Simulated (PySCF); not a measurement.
# Structure elucidation problem

An unknown has the formula CH9ClN2Si4. Its calculated NMR data are:

¹H NMR (600 MHz, computed): δ 6.22 (m, 1H), 4.88 (s, 6H), 4.36 (m, 1H), 4.15 (m, 1H).

¹³C{¹H} NMR (computed): δ 122.3 (C).

All values are calculated (PySCF 2.14): GFN2-xTB geometry, shielding tensors at PBE0/pcSseg-1 (GIAO). One conformer, relativity neglected, rapidly exchanging positions averaged, in vacuum.

Scale: ¹H, ¹³C against TMS (reference shieldings calculated alike).

Q: What is the structure?

A: 
1. Rings plus π bonds: 2 (no ring in the answer).
2. Carbon types of the structure: 1 × C, leaving 9 H on heteroatoms.
3. δC 122.3: nitrile carbon; this is the usual window of a C≡N carbon, which has no attached hydrogen.
4. δH 6.22: hydrogen on a silicon bonded to Cl, N, Si.
5. δH 4.88: hydrogen on a silicon bonded to N.
6. δH 4.36, 4.15: hydrogen on a silicon bonded to C, Si.

Structure: `InChI=1S/CH9ClN2Si4/c2-8(4(5)6)7-1-3/h8H,7H2,5-6H3/t8-/m1/s1`.

The data come from this structure; uniqueness wasn't tested.

Shifts are as computed. Against solution values, carbons near 30 ppm lie about +3 ppm off and those near 130 ppm about +5 ppm. Of 1309 compounds with measured shifts, 239 miss one by over three times the rms of a fit or turn the order of signals round; such compounds aren't used in these exercises. No couplings were computed; multiplicities are counted from neighbouring protons, with m where these are inequivalent, close in shift, in a saturated or five-membered ring or joined by F or P, and br s for small geminal =CH2 splittings.
